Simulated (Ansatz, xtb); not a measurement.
Molecule: AsH3, charge 1, multiplicity 2. SMILES of the parent species: [AsH3]
Structure (B3LYP-D3(BJ)/def2-TZVP (Ansatz, an electronic-structure program) minimum search):
```xyz
4

As     0.0005     0.0000     0.0359
H     -0.8542    -1.1590    -0.3848
H     -0.5843     1.3154    -0.3865
H      1.4235    -0.1555    -0.4128
```
Charge +1, spin multiplicity 2.

Harmonic wavenumbers from GFN2-xTB (xtb, at its own minimum), cm⁻¹: 750, 806, 809, 1923, 1941, 1943.

Question: Give the harmonic wavenumbers at B3LYP-D3(BJ)/def2-TZVP (Ansatz, finite differences of forces, unscaled).

Answer: 706, 922, 922, 2257, 2327, 2327 cm⁻¹. Zero-point energy 13.5 kcal/mol.

Question: From these and the geometry, give the ideal-gas thermochemistry at 298.15 K and 1 atm (rigid rotor, harmonic oscillator).

Answer: Point group C3v, rotational symmetry number 3. Rotational constants 138, 138, 80.93 GHz. S(trans) 38.98, S(rot) 13.81, S(vib) 0.56, S(elec, spin only) 1.38, S 54.7 cal/(mol K). H(298) - H(0) 2.50 kcal/mol; G - E(el) -0.3 kcal/mol.
